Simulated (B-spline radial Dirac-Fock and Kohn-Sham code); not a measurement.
# Binding energies of Cu⁺ in different valence configurations

The computed values come from a radial B-spline solver: Dirac-Fock ΔSCF + Breit + QED. No correlation.

Reference: the tabulated ground configuration [Ar] 3d10, with 1s 8996.0 eV, 2s 1116.1 eV, 2p1/2 968.7 eV, 2p3/2 948.6 eV, 3p1/2 95.56 eV, 3p3/2 93.04 eV, Kα1 8047.4 eV, Kβ1 8903.0 eV.

**Question.** One of these configurations gives the following shifts from the reference, in eV: average energy +0.96, 1s +7.95, 2s +8.91, 2p1/2 +8.78, 2p3/2 +8.79, 3p1/2 +7.01, 3p3/2 +6.96, Kα1 -0.84, Kβ1 +1.00. Which?
A. [Ar] 3d9 4s1
B. [Ar] 3d9 4p1

**Answer.** A. The others give [Ar] 3d9 4p1: 1s +9.80.
